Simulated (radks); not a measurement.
Question: Valence configurations of Gd I (all share [Xe]). Calculated with a radial shooting solver on a logarithmic mesh with Libxc functionals: scalar-relativistic Kohn-Sham, PBE, spin-polarised, spherical densities, finite nucleus; open shells are filled with parallel spins first (spin-orbit coupling, left out, can overturn this in heavy ions); Fermi nuclear charge, rms radius 5.1569 fm. Order these by energy: 4f7 5d1.5 6s1.5; 4f7.5 5d1 6s1.5; 4f7 5d2 6s1; 4f6 5d2.5 6s1.5; 4f7 6s2 6p1; 4f6 5d2 6s2; 4f7 5d1 6s2; 4f7 5d1 6s1 6p1; 4f6 5d1 6s2 6p1.

Answer: From the lowest, in eV above it: 4f7 5d1 6s2 0.000; 4f7.5 5d1 6s1.5 0.037; 4f7 5d1.5 6s1.5 0.346; 4f7 5d2 6s1 0.562; 4f7 5d1 6s1 6p1 1.886; 4f7 6s2 6p1 2.034; 4f6 5d2.5 6s1.5 9.980; 4f6 5d2 6s2 10.164; 4f6 5d1 6s2 6p1 13.432. NIST lists [Xe] 4f7 5d1 6s2 as the ground configuration; this level of theory agrees among the configurations tried. The energies are those of spherical high-spin densities, not of single terms. No valid solution was reached for [Xe] 4f8 5d1 6s1.
